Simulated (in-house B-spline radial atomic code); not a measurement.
## Ionising Ga II (Ga+) with different functionals

Computed with a radial B-spline atomic code at the basis-set limit: non-relativistic Hamiltonian, point nucleus, spin-polarised at highest spin, spherical fractional occupations for the functionals, the average over the highest-spin determinants for Hartree-Fock. The ionisation energy is the difference of two self-consistent energies, [Ar] 3d10 4s2 → [Ar] 3d10 4s1, without Breit or QED terms; ε is the level of the shell that loses the electron (its least bound occupied spin orbital). There is no spin-orbit coupling in this Hamiltonian.

```tsv
method	rung	ΔSCF (eV)	-ε(4s) (eV)
Hartree-Fock	Hartree-Fock	18.45	18.72
HF fractional	Hartree-Fock	18.45	18.72
LDA VWN5	LDA	20.79	16.36
LDA PW92	LDA	20.80	16.35
LDA exchange-only	LDA	19.39	15.16
PBE	GGA	20.43	16.04
PBEsol	GGA	20.37	16.07
BLYP	GGA	20.59	16.07
RPBE	GGA	20.26	15.90
PW91	GGA	20.50	16.13
BP86	GGA	20.58	16.24
AM05	GGA	20.31	16.01
OLYP	GGA	20.03	15.66
TPSS	meta-GGA	20.15	16.00
SCAN	meta-GGA	?	?
r2SCAN	meta-GGA	20.16	16.31
M06-L	meta-GGA	20.27	15.99
revTPSS	meta-GGA	20.12	16.01
PBE0	global hybrid	20.10	16.92
B3LYP	global hybrid	20.50	16.93
TPSSh	global hybrid	20.05	16.35
M06-2X	global hybrid	20.12	17.19
BHandHLYP	global hybrid	20.02	17.82
r2SCAN0	global hybrid	19.96	17.14
B97-1	global hybrid	20.37	16.71
HSE06	range-separated hybrid	20.16	16.62
wB97X	range-separated hybrid	20.40	19.44
CAM-B3LYP	range-separated hybrid	20.45	18.44
LC-wPBE	range-separated hybrid	?	?
```

Q: What does SCAN give?

A: ΔSCF 20.25 eV, and -ε(4s) = 16.41 eV.

Q: What does LC-wPBE give?

A: ΔSCF 20.02 eV, and -ε(4s) = 19.64 eV.

Q: Among the functionals, which spreads more, the ΔSCF values or the orbital energies?

A: The orbital energies: ΔSCF values span about 1.41 eV and the orbital energies 4.48 eV.

Q: How do they compare with the NIST value?

A: NIST lists 20.515 eV (measured, ground level to ground level). Errors run from -2.07 to +0.28 eV; B3LYP is closest (-0.01 eV), but part of that can be cancellation, since the calculations leave out relativity, Breit-QED terms. Hartree-Fock also lacks correlation.
